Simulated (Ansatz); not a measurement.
A structure relaxed at PBE0-D4/def2-TZVP, charge 0, multiplicity 1:

Cartesian coordinates in Å:
```
Si -0.4779 2.1268 0.9271
Si 1.0910 1.0955 -0.4669
Si 1.0542 -1.2175 -0.1253
Si -1.1054 -2.0369 -0.4899
H -0.4428 3.6065 0.7772
H -1.8433 1.6442 0.5864
H -0.1962 1.7833 2.3471
H 0.7496 1.3835 -1.8887
H 2.4495 1.6441 -0.1944
H 1.4605 -1.5096 1.2785
H 2.0155 -1.8974 -1.0389
H -1.1539 -3.5162 -0.3403
H -2.0439 -1.4264 0.4899
H -1.5569 -1.6799 -1.8618
```

Task: Give its formula and SMILES.

Result: H10Si4, `[SiH3][SiH2][SiH2][SiH3]`.

Task: Point group (tolerance 0.08 Å, 0.16 Å for H)?

Result: C2.

Task: Summarise the bond lengths by kind.

Result: 3 × Si–Si 2.338 Å; 10 × H–Si 1.488 to 1.490 Å.

All numbers were calculated with Ansatz.
